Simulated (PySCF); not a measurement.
Species: C3H6FOSi (doublet state).
Cartesian coordinates in Å at the GFN2-xTB level; atoms count from 1:
```
atom  x, y, z in Å
F1     3.304    0.204    0.839
C2     1.970    0.251    0.681
C3     1.355   -0.472   -0.233
C4    -0.125   -0.447   -0.436
O5    -0.747    0.432    0.460
Si6   -2.324    0.781    0.607
H7     1.496    0.930    1.372
H8     1.911   -1.129   -0.886
H9    -0.526   -1.462   -0.303
H10   -0.344   -0.142   -1.470
H11   -3.110   -0.377    1.014
H12   -2.858    1.431   -0.582
```

The hyperfine couplings belong to this conformer and change with its torsions.

The species is `C(=C\CO[SiH2])/F` [radical].

The calculation used UKS B3LYP, pcH-1 on C F H O Si, non-relativistic, mean-field spin-orbit, GIAO (PySCF). Isolated species at its GFN2-xTB geometry (one conformer only). Couplings are sensitive to structure, and on GFN2-xTB geometries they can be far from those on DFT ones, by a factor of two or more for some ions and for spin on atoms past the first row. No stability test was run, so a lower SCF solution isn't excluded.

What is the g tensor, term by term?

```tsv
Δg (ppm)	1	2	3
relativistic mass correction	-141	-141	-141
gauge correction	63	19	52
orbital Zeeman/spin–orbit	-873	-88	1962
total	-950	-211	1873
```

So g = 2.00137, 2.00211, 2.00419 and g_iso = 2.00256; the tensor is rhombic: the two nearest values differ by 26 % of g3 − g1. Axes: g3 points within 5° of the O5–Si6 bond.

At 9.374 GHz, how far is the centre of the isotropic spectrum from where a free electron (g = 2.002319) resonates?

B = hν/(g μB) with μB/h = 13.99624 MHz/mT gives 334.49 mT for the free electron and 334.45 mT at g_iso, 0.04 mT lower.

What are the electron Larmor frequencies g μB B/h along the three axes at 350 mT?

9.8041, 9.8077, 9.8179 GHz for g1, g2 and g3, a range of 13.8 MHz.

In a frozen sample, at which fields do the three g values resonate at 9.5, 34, 94 and 263 GHz (hyperfine left aside), and which band first spreads them over more than twice a line width of 0.3 mT?

| band | GHz | B(g3) mT | B(g2) mT | B(g1) mT | spread mT |
| --- | --- | --- | --- | --- | --- |
| X | 9.5 | 338.67 | 339.02 | 339.14 | 0.48 |
| Q | 34.0 | 1212.07 | 1213.33 | 1213.78 | 1.71 |
| W | 94.0 | 3351.02 | 3354.51 | 3355.75 | 4.73 |
| J | 263.0 | 9375.72 | 9385.48 | 9388.95 | 13.23 |

The spread grows in proportion to the frequency. Q band is the first where it exceeds 0.6 mT.

The largest Mulliken spin population is on Si6 (+0.94). The angles at Si6 add up to 337.1°, so it is pyramidal.

The HOMO–LUMO gaps are 6.07 eV among the α and 4.44 eV among the β orbitals.

Time: 56 s (grids of density and orbitals included); peak memory 0.75 GiB. Hardware: an Intel Xeon at 2.70 GHz with one thread, on a shared host.
